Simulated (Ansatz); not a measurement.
A structure relaxed at PBE-D4/def2-SVP in Ansatz, charge 0, singlet:

Cartesian coordinates in Å:
```
Mo 0.335 -0.585 -0.322
O 1.806 -1.578 -0.917
O -1.089 -1.381 -0.783
O 0.503 -0.397 1.385
O -1.447 1.340 1.566
O -1.137 1.234 0.151
H 0.664 0.813 -1.308
H -0.643 2.067 -0.018
H -0.765 0.690 1.914
H 1.773 -2.203 -1.667
```

(1) Give its formula.

(2) Summarise the bond lengths by kind (pairs closer than 1.2 times the sum of covalent radii, bridged metal pairs left out).

## Answers

(1) MoO5H4.

(2) 4 × Mo–O 1.69 to 2.39 Å; 1 × O–O 1.45 Å; 3 × H–O 0.98 to 1.00 Å; 1 × H–Mo 1.74 Å. The metal has 5 neighbours: O 1.87 Å, O 1.69 Å, O 1.73 Å, O 2.39 Å, H 1.74 Å.

In the def2 sets Mo takes a core potential; there is no spin–orbit coupling. The structure holds one bond between oxygen atoms, so isomers without such links may lie far lower. Another isomer (singlet) lies 0.21 eV lower at PBE0-D4/def2-TZVP; other spin states weren't run for this one.
